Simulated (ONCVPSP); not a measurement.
**V: excitation energies, all-electron against ONCV**

```json
{"Element": "vanadium", "Generator": "ONCVPSP 4.0.1", "Type": "optimised norm-conserving Vanderbilt (ONCV)", "Functional": "BLYP", "Relativity": "non-relativistic", "Frozen core": "[Ne]", "Valence charge": "13", "Reference configuration": "3s2 3p6 3d3 4s2", "Partial waves": "3s+4s: rc 1.25 bohr, ncon 4, nbas 8, qcut 7.9 1/bohr, 2 projectors; 3p: rc 1.00 bohr, ncon 3, nbas 7, qcut 7.5 1/bohr, 2 projectors, debl 2.6 Ha; 3d: rc 2.10 bohr, ncon 3, nbas 7, qcut 9.1 1/bohr, 2 projectors, debl 3.2 Ha", "Local potential": "polynomial inside 0.90 bohr (lpopt 5, dvloc0 3 Ha)", "Core correction": "none"}
```

Energies are relative to the spin-unpolarised reference configuration 3s2 3p6 3d3 4s2; without spin polarisation the order of configurations can differ from experiment.

```
valence configuration  charge  ΔE all-electron (eV)  error AE − PS (meV)
      3s2 3p6 3d3 4s1      +1                 7.612                 +1.0
      3s2 3p6 3d2 4s0      +3                51.000                  +93
    3s2 3p6 3d3 4s1.5    +0.5                 3.016                 +0.2
```

What are ΔE and the potential's error for 3s2 3p6 3d3 4s0?

ΔE = 21.937 eV all-electron; the error (AE − PS) is +3.8 meV.

Levels in the configuration 3s2 3p6 3d3 4s1.5:

```csv
level,all-electron (eV),pseudo (eV)
3s,-72.491,-72.499
3p,-47.314,-47.318
3d,-8.809,-8.817
4s,-7.574,-7.573
```
